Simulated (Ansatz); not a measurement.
Total energies of `CCCCCCCCSC(C)=O` from Ansatz at PBE0-D4/def2-SVP, gas phase (1 Eh = 27.2114 eV = 2625.5 kJ/mol). The reference geometry is relaxed at r2SCAN-D4/def2-SVP.

| state | geometry | energy (Eh) |
| --- | --- | --- |
| charge 0 singlet | reference | -865.41018 |
| charge 1 doublet | reference | -865.07704 |
| charge -1 doublet | reference | -865.34871 |
| free C atom (triplet) | – | -37.76066 |
| free S atom (triplet) | – | -397.83788 |
| free O atom (triplet) | – | -74.92490 |
| free H atom (doublet) | – | -0.50029 |

(1) Work out the vertical ionisation energy to the doublet.

(2) Work out the vertical electron affinity, to the doublet.

(3) Give the fundamental gap IE − EA, the Mulliken electronegativity (IE + EA)/2 and the hardness (IE − EA)/2.

(4) What is the binding energy per atom against free atoms?

(1) E(charge 1 doublet) − E(charge 0 singlet) = -865.07704 − (-865.41018) = 0.33314 Eh = 9.07 eV. For comparison, −ε of the highest occupied level is 7.04 eV at this level, 2.03 eV less.

(2) E(charge 0 singlet) − E(charge -1 doublet) = -865.41018 − (-865.34871) = -0.06147 Eh = -1.67 eV; negative, so the extra electron isn't bound. The basis lacks diffuse functions, which makes affinities too small.

(3) From the values in Eh: IE − EA = 0.33314 − (-0.06147) = 0.39461 Eh = 10.74 eV; (IE + EA)/2 = 3.70 eV; (IE − EA)/2 = 5.37 eV. The HOMO–LUMO gap of the same run is 6.78 eV, 3.96 eV smaller than the fundamental gap.

(4) Atoms: 10 × (-37.76066) + 1 × (-397.83788) + 1 × (-74.92490) + 20 × (-0.50029) = -860.37518 Eh. Binding: -860.37518 − (-865.41018) = 5.03500 Eh = 137.01 eV, or 4.28 eV for each of 32 atoms (no zero-point energy, no counterpoise term).

At PBE0-D4/def2-SVP the highest occupied level of the charge -1 doublet lies above zero (up to 3.44 eV). By energy differences it is unbound by 1.67 eV (vertical, against the charge 0 singlet, at PBE0-D4/def2-SVP) and held by the finite basis.
